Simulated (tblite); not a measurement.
C7H9F3O.
Cartesian coordinates in Å at the GFN2-xTB level; atoms count from 1:
```
atom  x, y, z in Å
F1     1.1491   -2.7932    0.4327
C2     1.8291   -1.6820    0.0512
F3     3.1252   -1.9612    0.3107
O4     1.4390   -0.6121    0.7650
C5     0.7951    0.4393    0.0594
C6     0.5640    1.6790    0.9372
C7    -0.9376    1.6526    0.5937
C8    -0.7164    0.3368   -0.1355
C9    -1.5551   -0.9047   -0.0659
C10   -1.3908   -0.1803   -1.3637
F11   -0.5859   -0.7492   -2.3122
H12    1.7124   -1.5816   -1.0436
H13    1.3338    0.6359   -0.8759
H14    0.7740    1.4590    1.9793
H15    1.1088    2.5675    0.6324
H16   -1.2584    2.4654   -0.0554
H17   -1.6077    1.5907    1.4484
H18   -1.0601   -1.8559    0.0509
H19   -2.5140   -0.8417    0.4251
H20   -2.2097    0.3463   -1.8366
```

All values are computed: GFN2-xTB (tblite) harmonic vibrations without scaling, gas phase. This tight-binding method is rough: wavenumbers can miss measured ones by several per cent, in bad cases by 10 to 20. One conformer, not necessarily the lowest.

Harmonic wavenumbers (cm⁻¹): 30.3, 46.6, 68.6, 129.6, 183.3, 217.1, 230.9, 326.1, 412.1, 430.5, 441.2, 478.7, 522.3, 604.1, 621.5, 776.5, 828.0, 836.6, 902.6, 919.2, 980.7, 989.8, 1015.5, 1028.4, 1035.5, 1051.6, 1073.8, 1085.5, 1108.9, 1130.0, 1143.9, 1154.1, 1174.6, 1196.1, 1216.5, 1231.7, 1249.6, 1266.8, 1270.3, 1291.6, 1329.3, 1400.6, 1446.1, 1468.8, 1482.3, 2866.4, 2895.5, 3004.2, 3017.7, 3036.9, 3050.2, 3052.7, 3096.4, 3124.6.

A = 1537, B = 840.3, C = 654.7 MHz; mass 166.061 u (most abundant isotopes); point group C1, symmetry number 1.

Question: What is the zero-point energy?

Answer: ½Σν̃ = 32986 cm⁻¹ = 394.60 kJ/mol.

Question: What is S at 500 K and 1 bar for an ideal gas of classical rigid rotors and harmonic oscillators?

Answer: Translation 183.36, rotation 133.31, vibration 227.39: S = 544.1 J/(mol K).

Question: And Cp and H(500 K) − H(0)?

Answer: Cp = 259.49 J/(mol K), of which vibrations give 226.24 (their classical limit is 54 R = 449.0); H(500 K) − H(0) = 73.66 kJ/mol without the zero-point energy, 57.03 from vibrations.

Question: How do the functions run with temperature in this model?

Answer: 
```json
{"T (K)": "150", "S (J/(mol K))": "345.7", "Cp (J/(mol K))": "100.2", "H − H(0) (kJ/mol)": "10.33", "G − H(0) (kJ/mol)": "-41.53", "ln q(vib)": "4.03"}
{"T (K)": "250", "S (J/(mol K))": "406.8", "Cp (J/(mol K))": "144.4", "H − H(0) (kJ/mol)": "22.48", "G − H(0) (kJ/mol)": "-79.23", "ln q(vib)": "6.80"}
{"T (K)": "298.15", "S (J/(mol K))": "434.3", "Cp (J/(mol K))": "168.3", "H − H(0) (kJ/mol)": "30.01", "G − H(0) (kJ/mol)": "-99.48", "ln q(vib)": "8.11"}
{"T (K)": "400", "S (J/(mol K))": "490.8", "Cp (J/(mol K))": "217.9", "H − H(0) (kJ/mol)": "49.72", "G − H(0) (kJ/mol)": "-146.61", "ln q(vib)": "10.89"}
{"T (K)": "600", "S (J/(mol K))": "594.4", "Cp (J/(mol K))": "292.8", "H − H(0) (kJ/mol)": "101.34", "G − H(0) (kJ/mol)": "-255.32", "ln q(vib)": "16.36"}
{"T (K)": "900", "S (J/(mol K))": "727.0", "Cp (J/(mol K))": "359.0", "H − H(0) (kJ/mol)": "200.10", "G − H(0) (kJ/mol)": "-454.21", "ln q(vib)": "24.26"}
```

q(vib) and H(0) count from the zero-point level.

Question: Blend soft modes into free rotors: weight 1/[1 + (100 cm⁻¹/ν̃)⁴] for the oscillator and the rest for a rotor with moment μB/(μ + B), μ = h/(8π²ν), B = 10⁻⁴⁴ kg m². What vibrational entropy results?

Answer: 204.29 J/(mol K) in place of 227.39, which changes −T·S at 500 K by +11.55 kJ/mol.

Hindered rotation and anharmonicity are outside this model. Other conformers, if any are populated, would add a mixing term that is left out. The structure is chiral; the term R ln 2 for an equal mix with its mirror image is left out.
